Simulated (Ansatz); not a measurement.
Reaction (formal exchange of groups at a C–C bond): `FCOCCCl` + `[NH2][GeH2][OH]` → `[NH2][GeH]([OH])[CH2]Cl` + `COCF`

Isolated molecules relaxed with PBE0-D4/def2-TZVP in Ansatz; ΔE leaves out vibrations. CBS: MP2 limit from def2 TZ/QZ plus the TZ coupled-cluster correction, frozen cores. DFT in def2-TZVPP. B3LYP here is the variant with VWN-RPA as its local correlation; programs differ in this. For Ge outer-core shells are correlated without core-valence functions, which leaves a few kJ/mol of doubt a bond. Scalar relativity is left out up to krypton. Each species was taken in one conformer, which may not be the lowest.

```tsv
level	ΔE (kJ/mol)
PBE-D4	-23.4
PBE0-D4	-22.5
ωB97M-V	-23.2
B3LYP	-22.0
SCS-MP2/def2-TZVPP	-25.8
CCSD/def2-TZVPP	-24.9
CCSD(T)/def2-TZVPP	-25.8
MP2/def2-QZVPP	-27.5
```

Q: What does CCSD(T)/CBS give? (Estimate.)

A: Computed: -25.8 kJ/mol. The listed levels differ from it by 2.4, 3.3, 2.6, 3.8, 0.0, 0.9, 0.0, -1.7 kJ/mol.

Largest T1 diagnostic among the species: 0.011.

In def2-TZVPP, CCSD(T) changes the Hartree–Fock value by −7.9 kJ/mol (the triples alone add −0.9 kJ/mol) and MP2 by −10.0 kJ/mol.
